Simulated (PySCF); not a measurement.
**Bond length, frequency and bond energy of MgSn⁺ by level of theory**

State: ²Π (doublet), unpaired electrons π ↑. Set-up: Mg def2-SVPD, Sn def2-SVPD with ECP28; scalar-relativistic core potentials (PySCF 2.14). De refers to Mg + Sn⁺ in their high-spin ground configurations, without counterpoise correction. The functionals are run spin-unrestricted. A positive dipole points towards Sn; it is taken about the centre of mass and depends on that origin. Levels whose curve was spin-contaminated or gave no clean fit are not listed.

```tsv
Level	Re (Å)	ωe (cm⁻¹)	De (eV)	μ (D)
UHF	3.056	173	1.19	-7.38
UHF-CCSD	3.008	187	1.46	n/a
UHF-CCSD(T)	3.002	188	1.54	n/a
PBE	2.964	191	1.88	-6.63
BLYP	2.997	179	1.70	-6.43
BP86	2.963	190	1.85	-6.64
r²SCAN	2.939	198	1.97	-7.12
PBE0	2.954	194	1.80	-6.93
B97-3	2.987	186	1.65	-6.63
HSE06	2.953	195	1.84	-6.93
```

Problem. Which functional lies closest to UHF-CCSD(T) in De, which farthest, and by how much do they differ from it?

Solution. Closest is B97-3 (-1.5 pm in Re, -1.1 % in ωe, +0.11 eV in De against UHF-CCSD(T) in the same basis), farthest r²SCAN (-6.3 pm in Re, +5.3 % in ωe, +0.43 eV in De). CCSD(T) converges more slowly with the basis than the functionals do and binds too weakly in this one, so the order can change at the basis-set limit.

Problem. What does a quarter of exact exchange do here, going from PBE to PBE0?

Solution. PBE0 less PBE: -1.0 pm in Re, +1.6 % in ωe, -0.08 eV in De. Exact exchange removes part of the self-interaction that spreads semilocal densities, and in most molecules shortens and stiffens the bond and lowers De; so it does here.

Problem. What does the step from GGA to meta-GGA do here, going from PBE to r²SCAN?

Solution. r²SCAN less PBE: -2.5 pm in Re, +3.7 % in ωe, +0.09 eV in De. 

Correlated steps freeze 5 core orbitals. Correlated levels converge slowly with the basis: in double zeta they bind strong bonds too weakly, by up to about 1 eV, and carry superposition errors of some tenths. These are scalar-relativistic numbers at best; spin–orbit coupling would shift them, the dissociation energy most. For an ion De counts to the pair picked by the measured ionisation energies or electron affinities, which need not be the lowest pair at this level. The state was picked by a PBE0 search and need not be the measured ground state.

The whole job (state search and all levels along the bond) took about 4 min on 1 thread of Arm Neoverse V1 (shared host), peak memory 0.65 GiB.
